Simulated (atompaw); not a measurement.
## antimony: one change to a PAW (atompaw) potential, before and after

atompaw 4.2.0.5 input, output lines left out:

```
Sb 51
LDA-PW scalarrelativistic loggrid 1500 logderivrange -5 5 251
5 5 4 0 0 0
5 1 2
0 0 0
c
c
c
c
v
c
c
c
v
c
v
3
2.40 1.85 1.65 2.00
y
0.55
n
y
-0.55
n
y
-2.1
n
y
0.1
y
2.7
n
custom polynom2 7 10 vanderbiltortho besselshape
bessel
2.40
2.40
2.40
2.40
2.40
2.40
2.40
2.40
```

Change: all radii scaled by about 0.78 (s 1.86, p 1.86, d 1.86, f 1.86 bohr); local potential bessel scheme, radius 1.28 bohr; augmentation besselshape compensation charge, radius 1.42 bohr; PAW radius 1.86 bohr; waves and projectors: custom polynom2 7 10 vanderbiltortho; core correction smooth core density matched at 1.54 bohr.

Cutoffs: the cutoffs (Ry, on a coarse ladder) from which the occupation-weighted sum of valence levels, in a spherical-Bessel basis at the reference potential, stays within 10 and 1 mRy of its value at 400 Ry; they do not see the model core or the augmentation charge, which bear on the density cutoff.

What does the change do?

The potential gets neither clearly harder nor softer (35 Ry and 55 Ry → 25 Ry and 160 Ry); a bound ghost appears in p, s, which as a rule spoils a file.

```tsv
quantity	base	changed
cutoff, loose	35 Ry	25 Ry
cutoff, tight	55 Ry	160 Ry
loose cutoff by channel (10 mRy a level)	s 6 Ry, p 6 Ry, d 18 Ry	s 15 Ry, p 18 Ry, d 21 Ry
bound ghosts	none	s, p
lowest overlap eigenvalue by channel	s 0.56, p 0.94, d 0.96, f 0.97	s 0.09, p 0.42, d 0.92, f 0.96
```

 A true bound ghost makes a file unfit for plane-wave use even where its test errors are small: the radial tests pick states by their node count and pass the ghost by. The cutoffs see the waves, projectors and local potential, not the compensation charge or the core.
